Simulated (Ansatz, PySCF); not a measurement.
Gas-phase reaction in SMILES: N (NH3) → [NH2-] + H+
Geometries: B3LYP-D3(BJ)/def2-TZVP minima from Ansatz (a program for electronic structure).

Wanted: gas-phase deprotonation energy (enthalpy at 298 K, with B3LYP-D3(BJ) rigid-rotor harmonic-oscillator terms from PySCF), in kcal/mol. Valence correlation only, unless marked. Spin-orbit coupling is left out. Non-relativistic. Anions need diffuse functions: aug- sets have them; def2-D sets add few; the other sets have none. CBS(X,Y): correlation extrapolated as X^-3; Hartree-Fock from the larger set.

From measured enthalpies of formation at 298 K: 403.4 kcal/mol (N (NH3) -10.9, ATcT 1.112; [NH2-] 26.8, ATcT 1.112; H+ 365.7, ATcT 1.112). It holds spin-orbit effects, which the calculations lack, and core correlation, which the frozen-core levels lack.

### Question
Rank these levels by their absolute error against the measured value, smallest first: MP2/cc-pVTZ (Ansatz); HF/def2-QZVPP (Ansatz); r2SCAN/def2-TZVPD (Ansatz); HF/STO-3G (Ansatz); HF/def2-TZVPP (Ansatz).

### Answer
r2SCAN/def2-TZVPD (407.4 kcal/mol, error 4.0), HF/def2-QZVPP (417.7 kcal/mol, error 14.3), HF/def2-TZVPP (422.2 kcal/mol, error 18.8), MP2/cc-pVTZ (424.4 kcal/mol, error 21.0), HF/STO-3G (540.0 kcal/mol, error 136.6)
